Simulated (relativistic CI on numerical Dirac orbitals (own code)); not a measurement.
## Hyperfine structure of Cd9+, mass number 111

Method of calculation: Dirac-Coulomb-Breit CI, separate exchange-only KLI orbitals for each configuration, QED by a radiative potential, unscaled Slater integrals (own radial code, finite nucleus).

CI space (outside the closed core [Ar] 3d10): 4s²4p⁶4d³, 4s²4p⁵4d⁴, 4s²4p⁶4d²4f, 4s²4p⁶4d²5s, 4s²4p⁶4d²5p, 4s4p⁶4d⁴, 4s²4p⁶4d5s5p, 4s²4p⁶4d4f5s, 4s²4p⁶4d²5d, 4s²4p⁶4d²6s, 4s²4p⁶4d4f², 4s²4p⁶4f³, 4s²4p⁶4f²5s, 4s²4p⁶4f²5p, 4s²4p⁶4f²5d, 4s²4p⁶4d5s², 4s²4p⁶4f5s², 4s²4p⁶5s²5p, 4s²4p⁶5s²5d, 4s²4p⁶4d5p², 4s²4p⁶4f5p², 4s²4p⁶5s5p², 4s²4p⁶5p³, 4s²4p⁶5p²5d, 4s²4p⁶4d4f5p, 4s²4p⁶4f5s5p, 4s²4p⁶4f5p5d, 4p⁶4d⁵, 4p⁵4d⁶. Double excitations out of closed p, d and f shells are left out; levels of such configurations are missing from the list, as are those of other unlisted configurations, and high levels can miss mixing partners. These lack a partner that the ground configuration has and come out too high: 4s²4p⁶4d²6s.

Nuclear spin I = 1/2, μ = -0.594 μN (tables of Stone and Pyykkö). The electronic factors are computed for point nuclear moments, without core polarisation or the Bohr-Weisskopf and QED corrections.

| Level | E (cm⁻¹) | A (MHz) |
| --- | --- | --- |
| 4s²4p⁶4d³ ⁴F3/2 | 0.0 | -2869 |
| 4s²4p⁶4d³ ⁴F5/2 | 3745.1 | -1727 |
| 4s²4p⁶4d³ ⁴F7/2 | 7837.1 | -1434 |
| 4s²4p⁶4d³ ⁴F9/2 | 11836.0 | -1422 |
| 4s²4p⁶4d³ ⁴P3/2 | 19880.6 | -1506 |
| 4s²4p⁶4d³ ⁴P1/2 | 20795.8 | 1407 |
| 4s²4p⁶4d³ ⁴P5/2 | 26139.8 | -596.2 |
| 4s²4p⁶4d³ ²G7/2 | 26832.2 | -2023 |

Levels with J = 0, under 50 % of one LS term, or S terms without an open s electron are left out. Small factors come from cancelling terms and can be off by tens of per cent or more.

At this charge energies of transitions that change n are usually good to better than 1 %, and those within a shell (Δn = 0) to a few per cent. Terms inside the open d or f shell come out 10 to 20 % too wide with unscaled integrals.

Problem. Give the hyperfine levels of 4s²4p⁶4d³ ⁴F3/2 relative to its centre of gravity.

Solution. With K = F(F + 1) − I(I + 1) − J(J + 1), E = AK/2: F = 1: 3586, F = 2: -2152 MHz.

LS names give the leading component of a level, which can be under half, so a name can repeat, a term be missing and a line seem to break the LS rules.
